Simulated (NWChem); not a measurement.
System: C2H6Si2; SMILES C1=C[SiH2][SiH2]1

The following NWChem deck was run.

```
start job
memory heap 200 mb stack 900 mb global 1100 mb
geometry units angstroms noautoz
  C      0.678035     0.000000     1.289643
  C     -0.678035     0.000000     1.289643
  Si    -1.171221     0.000000    -0.536353
  Si     1.171221     0.000000    -0.536353
  H      1.278986     0.000000     2.209320
  H     -1.278986     0.000000     2.209320
  H     -1.921625     1.209529    -0.999661
  H     -1.921625    -1.209529    -0.999661
  H      1.921625    -1.209529    -0.999661
  H      1.921625     1.209529    -0.999661
end
basis spherical
  C library def2-svp
  Si library def2-svp
  H library def2-svp
end
dft
  xc m06-2x
  grid xfine
  iterations 150
  mulliken
end
task dft gradient
```

Parts of the log:

```
             Northwest Computational Chemistry Package (NWChem) 7.3.0
             --------------------------------------------------------

 C2V symmetry detected

                             Geometry "geometry" -> ""
                             -------------------------

 Output coordinates in angstroms (scale by  1.889725989 to convert to a.u.)

  No.       Tag          Charge          X              Y              Z
 ---- ---------------- ---------- -------------- -------------- --------------
    1 C                    6.0000     0.67803500     0.00000000     1.27055978
    2 C                    6.0000    -0.67803500     0.00000000     1.27055978
    3 Si                  14.0000    -1.17122100     0.00000000    -0.55543622
    4 Si                  14.0000     1.17122100     0.00000000    -0.55543622
    5 H                    1.0000     1.27898600     0.00000000     2.19023678
    6 H                    1.0000    -1.27898600     0.00000000     2.19023678
    7 H                    1.0000    -1.92162500     1.20952900    -1.01874422
    8 H                    1.0000    -1.92162500    -1.20952900    -1.01874422
    9 H                    1.0000     1.92162500    -1.20952900    -1.01874422
   10 H                    1.0000     1.92162500     1.20952900    -1.01874422

 Effective nuclear repulsion energy (a.u.)     196.4007353171

      Symmetry information
      --------------------

 Group name             C2v
 Group number             16
 Group order               4
 No. of unique centers     4

                                 NWChem DFT Module
                                 -----------------

 Summary of "ao basis" -> "ao basis" (spherical)
 ------------------------------------------------------------------------------
       Tag                 Description            Shells   Functions and Types
 ---------------- ------------------------------  ------  ---------------------
 C                          def2-svp                 6       14   3s2p1d
 Si                         def2-svp                 8       18   4s3p1d
 H                          def2-svp                 3        5   2s1p

      Symmetry analysis of basis
      --------------------------

        a1         32
        a2         15
        b1         32
        b2         15

            General Information
            -------------------
          SCF calculation type: DFT
          Wavefunction type:  closed shell.
          No. of atoms     :    10
          No. of electrons :    46
           Alpha electrons :    23
            Beta electrons :    23
          Charge           :     0
          Spin multiplicity:     1
          Use of symmetry is: on ; symmetry adaption is: on
          Maximum number of iterations: 150
          AO basis - number of functions:    94
                     number of shells:    46
          Convergence on energy requested:  1.00D-06
          Convergence on density requested:  1.00D-05
          Convergence on gradient requested:  5.00D-04

              XC Information
              --------------
                       M06-2X Method XC Functional
                     Hartree-Fock (Exact) Exchange  0.540
                        M06-2X Exchange Functional  1.000
                      M06-2X Correlation Potential  1.000

             Grid Information
             ----------------
          Grid used for XC integration:  xfine
          Radial quadrature: Mura-Knowles
          Angular quadrature: Lebedev.
          Tag              B.-S. Rad. Rad. Pts. Rad. Cut. Ang. Pts.
          ---              ---------- --------- --------- ---------
          C                   0.70      100          11.0      1454
          Si                  1.10      125          11.0      1454
          H                   0.35      100          12.0      1202
          Grid pruning is: on
          Number of quadrature shells:   425
          Spatial weights used:  Erf1

      Superposition of Atomic Density Guess
      -------------------------------------

 Sum of atomic energies:        -655.72238378

      Non-variational initial energy
      ------------------------------

 Total energy =    -657.731944
 1-e energy   =   -1295.314290
 2-e energy   =     441.181610
 HOMO         =      -0.297694
 LUMO         =      -0.025041

      Symmetry analysis of molecular orbitals - initial
      -------------------------------------------------

  Numbering of irreducible representations:

     1 a1          2 a2          3 b1          4 b2

  Orbital symmetries:

     1 b1          2 a1          3 a1          4 b1          5 a1
     6 b1          7 a1          8 b1          9 b2         10 a2
    11 a1         12 b1         13 a1         14 b1         15 a1
    16 b1         17 a1         18 b2         19 a1         20 a2
    21 b2         22 b1         23 a1         24 a2         25 b1
    26 a1         27 b2         28 a1         29 b1         30 a1
    31 b1         32 b1         33 a1

     ---------------------------------------------
      Total Density - Mulliken Population Analysis
     ---------------------------------------------

    Atom       Charge   Shell Charges
 -----------   ------   -------------------------------------------------------
    1 C    6     6.32   1.99  1.00  0.36  1.94  1.01  0.03
    2 C    6     6.32   1.99  1.00  0.36  1.94  1.01  0.03
    3 Si  14    13.65   2.00  1.99  1.03  0.28  5.94  1.13  1.14  0.14
    4 Si  14    13.65   2.00  1.99  1.03  0.28  5.94  1.13  1.14  0.14
    5 H    1     0.91   0.67  0.21  0.02
    6 H    1     0.91   0.67  0.21  0.02
    7 H    1     1.06   0.69  0.36  0.01
    8 H    1     1.06   0.69  0.36  0.01
    9 H    1     1.06   0.69  0.36  0.01
   10 H    1     1.06   0.69  0.36  0.01

   convergence    iter        energy       DeltaE   RMS-Dens  Diis-err
 ---------------- ----- ----------------- --------- --------- ---------
 d= 0,ls=0.0,diis     1   -658.4059746343 -8.55D+02  5.06D-03  1.74D-01
 d= 0,ls=0.0,diis     2   -658.4327547891 -2.68D-02  2.05D-03  1.61D-02
 d= 0,ls=0.0,diis     3   -658.4338217465 -1.07D-03  7.15D-04  7.43D-03
 d= 0,ls=0.0,diis     4   -658.4349234805 -1.10D-03  1.88D-04  1.25D-04
 d= 0,ls=0.0,diis     5   -658.4349464836 -2.30D-05  5.83D-05  2.19D-05
  Resetting Diis
 d= 0,ls=0.0,diis     6   -658.4349502076 -3.72D-06  7.96D-06  5.13D-07
 d= 0,ls=0.0,diis     7   -658.4349502944 -8.69D-08  1.59D-06  5.40D-09

         Total DFT energy =     -658.434950294445
      One electron energy =    -1298.782323262957
           Coulomb energy =      498.732915024016
    Exchange-Corr. energy =      -54.786277372563
 Nuclear repulsion energy =      196.400735317060

 Numeric. integr. density =       46.000000026501

                  Occupations of the irreducible representations
                  ----------------------------------------------

                     irrep           alpha         beta
                     --------     --------     --------
                     a1               10.0         10.0
                     a2                2.0          2.0
                     b1                8.0          8.0
                     b2                3.0          3.0

                       DFT Final Molecular Orbital Analysis
                       ------------------------------------

 Vector   21  Occ=2.000000D+00  E=-3.462175D-01  Symmetry=b1
              MO Center= -5.8D-15, -2.2D-15,  6.3D-01, r^2= 3.6D+00
   Bfn.  Coefficient  Atom+Function         Bfn.  Coefficient  Atom+Function
  ----- ------------  ---------------      ----- ------------  ---------------
     6      0.298875   1 C  pz               20     -0.298875   2 C  pz
    65      0.204329   5 H  s                70     -0.204329   6 H  s
    38      0.199214   3 Si pz               56     -0.199214   4 Si pz
     9      0.161863   1 C  pz               23     -0.161863   2 C  pz
    41      0.144441   3 Si pz               59     -0.144441   4 Si pz

 Vector   22  Occ=2.000000D+00  E=-3.361242D-01  Symmetry=b2
              MO Center= -2.5D-15,  1.7D-14,  7.4D-01, r^2= 3.3D+00
   Bfn.  Coefficient  Atom+Function         Bfn.  Coefficient  Atom+Function
  ----- ------------  ---------------      ----- ------------  ---------------
     5      0.356706   1 C  py               19      0.356706   2 C  py
     8      0.257333   1 C  py               22      0.257333   2 C  py
    75     -0.122412   7 H  s                80      0.122412   8 H  s
    85      0.122412   9 H  s                90     -0.122412  10 H  s
    76     -0.104066   7 H  s                81      0.104066   8 H  s

[...]

                         DFT ENERGY GRADIENTS

    atom               coordinates                        gradient
                 x          y          z           x          y          z
   1 C       1.281300   0.000000   2.401010    0.001763   0.000000  -0.001422
   2 C      -1.281300   0.000000   2.401010   -0.001763   0.000000  -0.001422
   3 Si     -2.213287   0.000000  -1.049622    0.002328   0.000000   0.002484
   4 Si      2.213287   0.000000  -1.049622   -0.002328   0.000000   0.002484
   5 H       2.416933   0.000000   4.138947    0.001047   0.000000   0.000862
   6 H      -2.416933   0.000000   4.138947   -0.001047   0.000000   0.000862
   7 H      -3.631345   2.285678  -1.925147   -0.001550   0.002183  -0.000962
   8 H      -3.631345  -2.285678  -1.925147   -0.001550  -0.002183  -0.000962
   9 H       3.631345  -2.285678  -1.925147    0.001550  -0.002183  -0.000962
  10 H       3.631345   2.285678  -1.925147    0.001550   0.002183  -0.000962
```

Level: M06-2X/def2-SVP. The geometry was optimised at PBE0/def2-SVP.
